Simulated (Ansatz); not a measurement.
Ti₂H₃⁺, relaxed as a singlet with RKS B3LYP-D4/def2-TZVP in Ansatz, starting from the GFN2-xTB geometry. Force threshold 0.02 eV/Å.

The restricted singlet is unstable towards broken spin symmetry at other levels; at B3LYP-D4/def2-TZVP this wasn't settled. At B3LYP-D4/def2-TZVP a triplet of charge 1 lies 0.67 eV below the restricted singlet, each at its own geometry. The structure comes from a short search, and lower isomers may exist.

Start:

```xyz
5

Ti   -1.699   -0.270    1.360
Ti    0.530    0.083   -0.425
H     1.055   -1.526    0.201
H     0.855    1.556    0.567
H    -0.742    0.157   -1.703
```

Task: Estimate the energy that the relaxation releases and the steps that it takes.

Result: 3.52 eV, in 14 steps; 52 s on 4 threads of Arm Neoverse V1 on a shared host. No frequencies were taken in this run, so the end may be a saddle point.

Task: Does the start keep its bonding and symmetry?

Result: Bonds formed: Ti1–H3, Ti1–H4, Ti1–H5 (atoms count from 1). Point group C3v at the start, C2v at the end, both within 0.05 Å.

Task: Predict the relaxed structure.

Result: 
```xyz
5

Ti   -0.8939    0.0748    0.6126
Ti    0.7164    0.3441   -0.7405
H     0.4829   -1.1400    0.3474
H     0.6235    1.0120    0.9435
H    -0.9290   -0.2909   -1.1630
```
Bond lengths (bridged metal pairs left out): 6 × H–Ti 1.81 to 1.86 Å.
